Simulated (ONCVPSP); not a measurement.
## Reading a pseudo-wave (Co)

Columns: radius, all-electron u(r) and pseudo u(r) of the 3p shell (level -79.44 eV) of cobalt in the configuration [Ne] 3s2 3p6 3d7 4s0.5; PBE, scalar-relativistic, ONCV scheme, ONCVPSP 4.0.1.

```json
{"r (bohr)": "0.068", "all-electron": "-0.4093", "pseudo": "0.0305"}
{"r (bohr)": "0.135", "all-electron": "-0.6245", "pseudo": "0.1171"}
{"r (bohr)": "0.202", "all-electron": "-0.4531", "pseudo": "0.2519"}
{"r (bohr)": "0.270", "all-electron": "-0.0834", "pseudo": "0.4240"}
{"r (bohr)": "0.338", "all-electron": "0.3172", "pseudo": "0.6133"}
{"r (bohr)": "0.405", "all-electron": "0.6563", "pseudo": "0.7962"}
{"r (bohr)": "0.473", "all-electron": "0.9128", "pseudo": "0.9582"}
{"r (bohr)": "0.540", "all-electron": "1.0770", "pseudo": "1.0795"}
{"r (bohr)": "0.608", "all-electron": "1.1660", "pseudo": "1.1558"}
{"r (bohr)": "0.675", "all-electron": "1.1930", "pseudo": "1.1839"}
{"r (bohr)": "0.742", "all-electron": "1.1761", "pseudo": "1.1714"}
{"r (bohr)": "0.810", "all-electron": "1.1281", "pseudo": "1.1264"}
{"r (bohr)": "0.878", "all-electron": "1.0606", "pseudo": "1.0601"}
{"r (bohr)": "0.945", "all-electron": "0.9833", "pseudo": "0.9829"}
{"r (bohr)": "1.013", "all-electron": "0.9000", "pseudo": "0.8997"}
{"r (bohr)": "1.080", "all-electron": "0.8175", "pseudo": "0.8172"}
{"r (bohr)": "1.148", "all-electron": "0.7360", "pseudo": "0.7357"}
{"r (bohr)": "1.215", "all-electron": "0.6598", "pseudo": "0.6596"}
{"r (bohr)": "1.283", "all-electron": "0.5876", "pseudo": "0.5874"}
{"r (bohr)": "1.350", "all-electron": "0.5221", "pseudo": "0.5219"}
{"r (bohr)": "1.418", "all-electron": "0.4615", "pseudo": "0.4613"}
{"r (bohr)": "1.485", "all-electron": "0.4075", "pseudo": "0.4073"}
{"r (bohr)": "1.553", "all-electron": "0.3582", "pseudo": "0.3581"}
{"r (bohr)": "1.620", "all-electron": "0.3149", "pseudo": "0.3147"}
{"r (bohr)": "1.688", "all-electron": "0.2756", "pseudo": "0.2755"}
{"r (bohr)": "1.755", "all-electron": "0.2414", "pseudo": "0.2413"}
```

Q: How many radial nodes do the two functions have?

A: The all-electron 3p function has n − l − 1 = 1; the pseudo-wave has 0, since the states of the same l below it are removed with the core.

Q: At about which radius was the pseudo-wave matched?

A: 0.95 bohr. The columns agree to 0.0005 from 0.88 bohr on; several derivatives are matched, so the curves merge somewhat inside the radius.

Q: Is the pseudo-wave norm-conserving?

A: Yes: the ONCV scheme keeps the norm inside the radius equal to the all-electron one, which fixes the energy derivative of the logarithmic derivative at the level.
